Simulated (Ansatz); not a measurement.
The same path of ClGaH2O2 + H2 (8 atoms, charge 0, multiplicity 1) was run twice with different band settings. Lost on the way: H7–H8. Made: Ga1–H7, O5–H8.

The calculation used Ansatz 0.2.0, RKS PBE0/def2-SVP.

Relaxed end points:

```xyz
8
Properties=species:S:1:pos:R:3
Ga -0.030 -0.413 -0.015
Cl 0.048 -0.997 2.053
O 1.452 -0.275 -0.966
H 2.248 -0.470 -0.462
O -1.582 -0.183 -0.827
H -2.340 -0.331 -0.252
H 0.057 2.218 0.489
H 0.092 1.934 1.197
```

```xyz
8
Properties=species:S:1:pos:R:3
Ga 0.557 0.776 0.490
Cl 0.505 -0.386 2.340
O 0.920 -0.270 -0.957
H 1.492 -1.026 -0.791
O -1.421 0.419 -0.117
H -1.070 -0.187 -0.806
H 0.810 2.304 0.515
H -1.847 -0.147 0.543
```

Common settings: movable images 7; climbing image yes; spring 5.0 eV/Å²; optimiser quadratic models (default); force threshold 0.05 eV/Å; iteration limit 60; end points relaxed.

| run | start path |
| --- | --- |
| 1 | through a guess of the saddle point |
| 2 | straight line |

Problem. What does each run give, and how far can it be trusted?

Solution. Run 1: converged after 22 iterations, highest image 1.325 eV above the first end. A vibrational analysis at the climbing image gives one clearly imaginary mode, 869i cm⁻¹: a first-order saddle point. Another band between the same ends, with other settings, climbed to 0.804 eV only, so this may not be the lowest route.
Run 2: converged after 22 iterations, highest image 0.804 eV above the first end. The profile has 2 maxima (images 3, 6) with wells between them (image 5): this band takes more than one step, which may be the mechanism or a detour left from its start path. The order of the point at the top wasn't checked.
The orbitals stay closed-shell, which can raise the energy where a bond breaks towards radicals; this wasn't checked here.
